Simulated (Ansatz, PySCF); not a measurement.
Ways to break one bond of O[Si](O)(O)[SiH3]:

A. O[Si](O)(O)[SiH3] → [OH] (HO) + O[Si](O)[SiH3]
B. O[Si](O)(O)[SiH3] → O[Si](O)(O)[SiH2] + H atom

Quantity: bond dissociation energy (enthalpy at 298 K, with B3LYP-D3(BJ) rigid-rotor harmonic-oscillator terms from PySCF), kcal/mol. Structures are relaxed separately at B3LYP-D3(BJ)/def2-TZVP in Ansatz (an electronic-structure program), one conformer each, not searched for the lowest. Valence correlation only, unless marked. Open shells are spin-unrestricted. Spin-orbit coupling is left out. Non-relativistic. Basis-set limits of correlation are two-point, X^-3; Hartree-Fock from the larger set.

```csv
,PBE-D3(BJ)/def2-TZVPD (Ansatz + dftd3),PBE0-D3(BJ)/def2-TZVP (Ansatz + dftd3),B2GP-PLYP-D4/def2-TZVPD (Ansatz + dftd4),"CCSD(T)/CBS(cc-pV(T+d)Z,cc-pV(Q+d)Z) (Ansatz)"
A,126.7,127.7,131.0,135.3
B,83.4,84.2,86.8,89.1
```
